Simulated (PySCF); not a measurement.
C₂H₈O₂SSi₂, SMILES CS[SiH2][SiH2]C(=O)O, singlet at its GFN2-xTB optimised geometry (Å):

```
15

C      2.5484    -2.5115    -0.3683
S      2.4044    -0.7030    -0.2679
Si     0.2594    -0.5199    -0.1254
Si    -0.1760     1.7411     0.0000
C     -2.0889     1.7411     0.0000
O     -2.7605     0.7349     0.0017
O     -2.6307     2.9579     0.0000
H      2.1512    -2.9579     0.5379
H      3.6042    -2.7404    -0.4651
H      2.0075    -2.8714    -1.2378
H     -0.1074    -1.3306     1.0418
H     -0.2537    -1.2357    -1.2990
H      0.2286     2.5963    -1.1204
H      0.2211     2.4413     1.2267
H     -3.6042     2.9143     0.0021
```

Computed with PBE/def2-TZVP (PySCF 2.14.0).

Map of the Laplacian of the electron density (e/bohr⁵) on the plane z = 1.5 Å:

```
|+++++++++++++++++++++++++++++++|
|+++++++++++++++++++++++++++++++|
|+++++++++++++++++++++++++++++++|
|+++++++++++++++++++++++++++++++|
|+++++++++++++++++++++++++++++++|
|+++++++++++++++++++++++++++++++|
|+++++++++++++++++++++++++++++++|
|++++++++**++++*##*+++++++++++++|
|+++++++****++*@@@%*++++++++++++|
|++++++++*****#@. @*++++++++++++|
|++++++++*****#@#%@*++++++++++++|
|++++++++******#%%#*++++++++++++|
|+++++++***********+++++++++++++|
|+++++++****+++***++++++++++++++|
|++++++++**++++***++++++++++++++|
|++++++++++++++****+++++++++++++|
|+++++++++++++*###******++++++++|
|+++++++++++++#@@%#*****++++++++|
|++++++++++++*#@%@#****+++++++++|
|+++++++++++++#@@@**++++++++++++|
|+++++++++++++*##**+++++++++++++|
|++++++++++++++++++++**+++++++++|
|++++++++++++++++++++***++++++++|
|++++++++++++++++++++**+++++++++|
|+++++++++++++++++++++++++++++++|
|+++++++++++++++++++++++++++++++|
|+++++++++++++++++++++++++++++++|
|+++++++++++++++++++++++++++++++|
|+++++++++++++++++++++++++++++++|
|+++++++++++++++++++++++++++++++|
|+++++++++++++++++++++++++++++++|
```
Scale: ten equal steps from -0.067 (start of ' ') to 0.061 (end of '@'), in the order ' .:-=+*#%@'; x runs from -6.00 to 6.00, y from -6.00 (bottom) to 6.00 (top).
